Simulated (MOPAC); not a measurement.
MOPAC input (AM1):

```
AM1 FORCE THERMO(298,298) PRECISE LET GEO-OK AUX(PRECISION=9) THREADS=1
C3Si

Si   -1.14985932 1    0.01900344 1    0.00241873 1
C     0.49140978 1    0.69804852 1    0.00104211 1
C     0.46807940 1   -0.71390261 1   -0.00305990 1
C     1.74613376 1   -0.02886105 1   -0.00367258 1
```

From the output:

```
     C    4   0.628751   6.581437   6.582269  10.587629

          HEAT OF FORMATION =     270.725178 KCALS/MOLE

          ZERO POINT ENERGY       7.767 KCAL/MOL

           NORMAL COORDINATE ANALYSIS (Total motion = 1 Angstrom)

   Root No.       1         2         3         4         5         6

                 1 B2      1 B1      1 A1      2 B2      2 A1      3 A1

                 309.0     333.9     660.6    1093.7    1269.9    1766.2

           1    0.0545    0.0000    0.2686    0.0110   -0.0534    0.0047
           2   -0.1258    0.0000    0.1164   -0.0254   -0.0231    0.0020
           3    0.0000    0.1069   -0.0000    0.0000   -0.0000   -0.0000
           4   -0.2651   -0.0000   -0.1482   -0.2575    0.2935    0.0153
           5    0.1805   -0.0000   -0.1370   -0.2298   -0.1436    0.3414
           6   -0.0000   -0.2858    0.0000    0.0000   -0.0000   -0.0000
           7    0.0496   -0.0000   -0.2013    0.3438    0.0960    0.2595
           8    0.3169   -0.0000   -0.0145    0.0307    0.3123   -0.2224
           9    0.0000   -0.2858    0.0000   -0.0000   -0.0000   -0.0000
          10    0.0880    0.0000   -0.2786   -0.1121   -0.2645   -0.2857
          11   -0.2032    0.0000   -0.1207    0.2587   -0.1146   -0.1238
          12    0.0000    0.3216    0.0000    0.0000    0.0000    0.0000

           MASS-WEIGHTED COORDINATE ANALYSIS (NORMAL COORDINATES)

   Root No.       1         2         3         4         5         6

                 1 B2      1 B1      1 A1      2 B2      2 A1      3 A1

                 309.0     333.9     660.6    1093.7    1269.9    1766.2

           1    0.1525    0.0000    0.6716    0.0298   -0.1480    0.0125
           2   -0.3520    0.0000    0.2910   -0.0688   -0.0641    0.0054
           3    0.0000    0.3017   -0.0000    0.0000   -0.0000   -0.0000
           4   -0.4850   -0.0000   -0.2424   -0.4556    0.5318    0.0266
           5    0.3303   -0.0000   -0.2239   -0.4066   -0.2602    0.5938
           6   -0.0000   -0.5275    0.0000    0.0000   -0.0000   -0.0000
           7    0.0907   -0.0000   -0.3291    0.6082    0.1739    0.4513
           8    0.5797   -0.0000   -0.0237    0.0543    0.5659   -0.3867
           9    0.0000   -0.5275    0.0000   -0.0000   -0.0000   -0.0000
          10    0.1611    0.0000   -0.4555   -0.1982   -0.4794   -0.4969
          11   -0.3718    0.0000   -0.1974    0.4576   -0.2077   -0.2153
          12    0.0000    0.5937    0.0000    0.0000    0.0000    0.0000

          DESCRIPTION OF VIBRATIONS

 VIBRATION          1    1B2         ATOM PAIR     ENERGY CONTRIBUTION    RADIAL
 FREQUENCY           309.04         C 2 -- C 4         +23.6% (187.8%)      3.0%
 TRANSITION DIPOLE   0.8589         C 3 -- C 4         +23.6% (187.8%)      3.0%
 TRAVEL (Ang.)       0.2402         Si1 -- C 2         +23.5% (187.4%)     46.6%
 REDUCED MASS        3.7802         Si1 -- C 3         +23.5% (187.4%)     46.6%
 EFFECTIVE MASS     13.9878
 FORCE CONSTANT      0.2127

 VIBRATION          2    1B1         ATOM PAIR     ENERGY CONTRIBUTION    RADIAL
 FREQUENCY           333.93         C 3 -- C 4         +28.8% ( 63.0%)      0.0%
 TRANSITION DIPOLE   0.0442         C 2 -- C 4         +28.8% ( 63.0%)      0.0%
 TRAVEL (Ang.)       0.2373         C 2 -- C 3         +22.5% ( 55.7%)      0.0%
 REDUCED MASS        3.5847         Si1 -- C 3          +9.9% ( 36.9%)      0.0%
 EFFECTIVE MASS     13.1993
 FORCE CONSTANT      0.2355

 VIBRATION          3    1A1         ATOM PAIR     ENERGY CONTRIBUTION    RADIAL
 FREQUENCY           660.60         Si1 -- C 3         +24.2% ( 88.2%)     75.9%
 TRANSITION DIPOLE   3.1604         Si1 -- C 2         +24.2% ( 88.2%)     75.9%
 TRAVEL (Ang.)       0.1060         C 2 -- C 3         +21.1% ( 82.3%)    100.0%
 REDUCED MASS        9.0761         C 2 -- C 4         +15.2% ( 70.0%)     25.5%
 EFFECTIVE MASS     19.9622         C 3 -- C 4         +15.2% ( 70.0%)     25.5%
 FORCE CONSTANT      2.3336

 VIBRATION          4    2B2         ATOM PAIR     ENERGY CONTRIBUTION    RADIAL
 FREQUENCY          1093.67         C 2 -- C 4         +24.3% ( 77.1%)     87.3%
 TRANSITION DIPOLE   0.6804         C 3 -- C 4         +24.3% ( 77.1%)     87.3%
 TRAVEL (Ang.)       0.1229         C 2 -- C 3         +22.8% ( 74.7%)      0.0%
 REDUCED MASS        4.0831         Si1 -- C 3         +14.3% ( 59.3%)     67.4%
 EFFECTIVE MASS     12.0829         Si1 -- C 2         +14.3% ( 59.3%)     67.4%
 FORCE CONSTANT      2.8775

 VIBRATION          5    2A1         ATOM PAIR     ENERGY CONTRIBUTION    RADIAL
 FREQUENCY          1269.85         C 2 -- C 3         +32.6% ( 80.6%)    100.0%
 TRANSITION DIPOLE   5.7489         C 3 -- C 4         +23.0% ( 67.7%)     32.0%
 TRAVEL (Ang.)       0.1172         C 2 -- C 4         +23.0% ( 67.7%)     32.0%
 REDUCED MASS        3.8652         Si1 -- C 2         +10.6% ( 46.0%)     92.3%
 EFFECTIVE MASS     12.3569         Si1 -- C 3         +10.6% ( 46.0%)     92.3%
 FORCE CONSTANT      3.6722

 VIBRATION          6    3A1         ATOM PAIR     ENERGY CONTRIBUTION    RADIAL
 FREQUENCY          1766.18         C 2 -- C 3         +30.8% ( 74.2%)    100.0%
 TRANSITION DIPOLE   4.2188         C 2 -- C 4         +25.5% ( 67.6%)     99.4%
 TRAVEL (Ang.)       0.0973         C 3 -- C 4         +25.5% ( 67.6%)     99.4%
 REDUCED MASS        4.0310         Si1 -- C 2          +9.1% ( 40.4%)      0.1%
 EFFECTIVE MASS     12.0134
 FORCE CONSTANT      7.4085

      SYMMETRY NUMBER FOR POINT-GROUP C2v =  2

          SYSTEM IS A GROUND STATE

 C3Si

          MOLECULE IS NOT LINEAR

          THERE ARE  6 GENUINE VIBRATIONS IN THIS SYSTEM
          THIS THERMODYNAMICS CALCULATION IS LIMITED TO
          MOLECULES WHICH HAVE NO INTERNAL ROTATIONS

                    CALCULATED THERMODYNAMIC PROPERTIES
                                          *
   TEMP. (K)   PARTITION FUNCTION   H.O.F.    ENTHALPY  HEAT CAPACITY ENTROPY
                                   KCAL/MOL   CAL/MOLE    CAL/K/MOL  CAL/K/MOL

 298.00  VIB.     0.1693D+01                   600.3010     4.6462     3.0612
         ROT.     0.1124D+05                   888.2803     2.9808    21.5155
         INT.     0.1903D+05                  1488.5813     7.6270    24.5768
         TRA.     0.4964D+27                  1480.4672     4.9680    38.3910
         TOT.                      270.725    2969.0484    12.5950    62.9677

   *: NOTE: HEATS OF FORMATION ARE RELATIVE TO THE
            ELEMENTS IN THEIR STANDARD STATE AT 298K
              (=  Standard Enthalpy of Formation).

            Hvib:  Zero-point energy is not included.
                   frequencies of less than zero cm-1 are not included.
            Hrot = (3/2)RT
            Htra = (3/2)RT + pV = (5/2)RT

            Heat capacity is Cp, not Cv

          For more information, see: HTTP://OpenMOPAC.net/Manual/thermochemistry.html

           FORCE CONSTANT IN CARTESIAN COORDINATES (Millidynes/A)

    ATOM   CHEMICAL       X               Y               Z
   NUMBER   SYMBOL  FORCE CONSTANT  FORCE CONSTANT  FORCE CONSTANT

      1      Si        3.904623        1.012032        0.168028
      2       C        5.340119       10.183115        0.218574
      3       C        8.313353        7.209881        0.218574
      4       C        9.064548        3.501596        0.276925

 **********************
 *                    *
 * JOB ENDED NORMALLY *
 *                    *
 **********************
```
